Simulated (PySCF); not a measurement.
**Diatomic anions of Ge with the halogens**

HF with triple-zeta basis sets in PySCF, for the lowest determinant that a PBE0 search found; no spin–orbit coupling. De refers to high-spin ground-configuration atoms (the charge goes to the atom of lower measured ionisation energy or higher electron affinity, which is not always the lowest computed limit). A positive dipole points towards Ge; it is taken about the centre of mass and depends on that origin.

```csv
M,basis,reference,charged atom,state (unpaired electrons),Re (Å),ωe (cm⁻¹),De (eV),μ (D)
F,def2-TZVPPD,UHF,F−,triplet (π ↑↑),1.836,522,n/a,0.36
Cl,def2-TZVPPD,UHF,Cl−,triplet (π ↑↑),2.415,246,n/a,1.49
Br,def2-TZVPPD,UHF,Br−,triplet (π ↑↑),2.613,169,n/a,-0.09
I,def2-TZVPPD,UHF,I−,triplet (π ↑↑),2.865,131,n/a,-0.90
```

The shortest bond is that of GeF⁻ (1.836 Å), the longest that of GeI⁻ (2.865 Å).

Down a group the atoms grow and get heavier, so bonds lengthen and wavenumbers fall; this series shows no clear exception.

These are scalar-relativistic numbers at best; spin–orbit coupling would shift them, the dissociation energy most. Hartree–Fock leaves out correlation, which carries a large part of most bond energies and some tenths to 1 eV of ionisation energies. States were picked by a PBE0 search and need not be the measured ground states.
